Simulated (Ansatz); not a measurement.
Mulliken charges of `CC[Si]F` from ωB97M-V/def2-TZVPP in Ansatz (PBE0-D4/def2-TZVP geometry).

```csv
atom,x (Å),y (Å),z (Å),charge (e)
C1,-0.385,0.808,-0.298,-0.308
C2,0.091,-0.249,0.690,-0.279
Si3,1.194,-1.662,0.086,0.373
F4,0.886,-1.602,-1.504,-0.297
H5,-0.879,0.352,-1.157,0.109
H6,-1.087,1.508,0.161,0.107
H7,0.453,1.393,-0.685,0.102
H8,-0.769,-0.791,1.126,0.095
H9,0.585,0.198,1.564,0.099
```

Q: By hand: the dipole of these point charges (1 e Å = 4.8032 D).

A: Σ q r = (0.094, -0.037, 0.461) e Å, of length 0.472 e Å = 2.27 D.

Q: How does the dipole of the full density compare? (An estimate is asked.)

A: Computed: (-0.106, 0.177, 0.246) e Å, 1.54 D; the point charges give 1.47 times that, at 50° from its direction.

Point charges leave out the atoms' own dipoles, such as those of lone pairs, and Mulliken's split depends on the basis, so the two needn't agree.
